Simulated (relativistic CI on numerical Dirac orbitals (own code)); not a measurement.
# Transition arrays of Nb20+

Computed by Dirac-Coulomb-Breit CI, KLI orbitals optimised for each configuration, QED by a radiative potential, valence Slater integrals scaled by 0.9, whole transition arrays (own radial code, finite nucleus).

Configurations in the expansion (outside the closed core [Ne] 3s2): 3p⁶3d³, 3p⁶3d²4f, 3p⁵3d⁴, 3p⁶3d²4p, 3p⁶3d²5f. Levels of other configurations are missing.

All E1 lines from the levels of 3p⁶3d³; mean and standard deviation are weighted by gf, and upper levels are sorted by their leading configuration.

```tsv
Upper configuration	Lines	Σgf	Mean (eV)	Mean (nm)	σ (eV)	Strongest line (nm)
3p⁶3d²4f	721	278.9	484.69	2.558	4.66	2.541
3p⁵3d⁴	1718	170.9	163.49	7.583	12.33	7.321
3p⁶3d²4p	466	13.9	383.21	3.235	4.52	3.238
3p⁶3d²5f	721	85.1	624.45	1.985	5.02	1.977
```

Σgf per state of the lower configuration in bins of 0.2 nm over the central range (centre: value): 1.9: 0.60, 2.1: 0.11, 2.5: 2.13, 2.7: 0.19, 3.3: 0.10, 6.9: 0.09, 7.1: 0.27, 7.3: 0.26, 7.5: 0.24, 7.7: 0.14, 7.9: 0.09, 8.1: 0.08, 8.3: 0.07, 8.5: 0.05.

**Question.** How do configuration mixing and the scaling of the Slater integrals move the arrays?

**Answer.** Slater scale 0.9, no configuration mixing: 3p⁶3d²4f 484.5 ± 4.6 eV (Σgf 266.0), 3p⁵3d⁴ 163.6 ± 12.3 eV (Σgf 179.0), 3p⁶3d²4p 383.3 ± 4.4 eV (Σgf 14.8), 3p⁶3d²5f 624.3 ± 5.0 eV (Σgf 69.6); Slater scale 1: 3p⁶3d²4f 485.2 ± 5.1 eV (Σgf 281.4), 3p⁵3d⁴ 166.0 ± 13.2 eV (Σgf 172.4), 3p⁶3d²4p 383.2 ± 5.0 eV (Σgf 13.8), 3p⁶3d²5f 624.7 ± 5.5 eV (Σgf 86.0); Slater scale 0.8: 3p⁶3d²4f 484.2 ± 4.2 eV (Σgf 276.4), 3p⁵3d⁴ 161.0 ± 11.5 eV (Σgf 169.3), 3p⁶3d²4p 383.2 ± 4.1 eV (Σgf 14.0), 3p⁶3d²5f 624.3 ± 4.5 eV (Σgf 84.3). With mixing, levels are counted to their leading configuration, so an array can shrink or vanish into another, and the sums then hold other lines.
